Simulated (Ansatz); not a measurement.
Stepwise reaction of `[F][Sn]([F])([F])[F]` with hydrogen, as a gas-phase model of exchange steps in deposition or etching. ΔE in kJ/mol; ΔG adds harmonic PBE0-D4 terms to CCSD(T)/CBS, at 1 bar.

Gas-phase electronic energies from Ansatz, PBE0-D4/def2-TZVP geometries. CBS: MP2 limit from def2 TZ/QZ plus the TZ coupled-cluster correction, frozen cores. This one scheme is used for every species. DFT in def2-TZVPP. B3LYP here is the variant with VWN-RPA as its local correlation; programs differ in this. Elements past krypton have def2 core potentials. For Sn outer-core shells are correlated without core-valence functions, which leaves a few kJ/mol of doubt a bond.

```csv
step,reaction,PBE-D4,B3LYP-D4,ωB97M-V,CCSD(T)/CBS,ΔG(600 K)
1,`[F][Sn]([F])([F])[F]` + H₂ → `[F][SnH]([F])[F]` + H–F,3.0,1.9,0.9,2.0,-7.5
2,`[F][SnH]([F])[F]` + H₂ → `[F][SnH2][F]` + H–F,31.7,31.9,30.1,30.6,26.6
3,`[F][SnH2][F]` + H₂ → `[F][SnH3]` + H–F,43.3,44.6,41.3,41.7,41.6
4,`[F][SnH3]` + H₂ → `[SnH4]` + H–F,35.1,38.7,34.3,34.4,39.0
```

(1) By hand: ΔE of the 4 steps together at CCSD(T)/CBS.

## Answers

(1) (2.0) + (30.6) + (41.7) + (34.4) = 108.7 kJ/mol, or 27.2 kJ/mol a step.

In ΔE step 1 is the lowest and step 3 the highest. ΔG lies between -7.5 and 41.6 kJ/mol a step. PBE-D4 differs from CCSD(T)/CBS by 0.7 to 1.6 kJ/mol a step. Isolated molecules leave out the surface, adducts and barriers. Largest T1 diagnostic: 0.015.
